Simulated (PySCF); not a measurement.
Co: ionisation energy

Co [Ar] 3d7 4s2 (4F) → Co+ [Ar] 3d8 (3F), as a difference of total energies. Computed with PySCF 2.14 in aug-cc-pwCVTZ (10s9p7d4f3g, 127 functions), with the non-relativistic Hamiltonian (point nucleus). Correlated levels: valence: [Ar] frozen; valence and next inner shell: [Ne] frozen; nothing frozen. The calculations carry no spin-orbit coupling.

| method | ionisation energy (eV) | plus first-order spin-orbit estimate | difference from reference of that sum (eV) |
| --- | --- | --- | --- |
| UHF | 7.854 | 7.863 | -0.018 |
| LDA | 7.378 | 7.387 | -0.494 |
| PBE | 7.276 | 7.285 | -0.596 |
| PBE0 | 7.378 | 7.386 | -0.495 |
| r2SCAN | 7.392 | 7.401 | -0.480 |
| M06-L | 7.049 | 7.058 | -0.823 |
| M06 | 7.345 | 7.354 | -0.527 |
| BP86 | 7.391 | 7.400 | -0.481 |
| MP2 (valence) | 6.917 | 6.926 | -0.955 |
| SCS-MP2 (valence) | 6.928 | 6.937 | -0.944 |
| MP2 (valence and next inner shell) | 6.553 | 6.562 | -1.319 |
| SCS-MP2 (valence and next inner shell) | 6.686 | 6.695 | -1.186 |
| MP2 (all electrons) | 6.536 | 6.544 | -1.337 |
| SCS-MP2 (all electrons) | 6.679 | 6.688 | -1.193 |

Reference: 7.881 eV (measured; NIST Atomic Spectra Database, ionization energies).

A first-order spin-orbit estimate (lowest level to lowest level, LS coupling) adds 0.009 eV.

These non-relativistic numbers lack the scalar-relativistic shift.

Errors of the correlated levels include the incompleteness of this basis and the frozen core.

MP2 underrates the near-degeneracy of ns² with np² in the lower species.
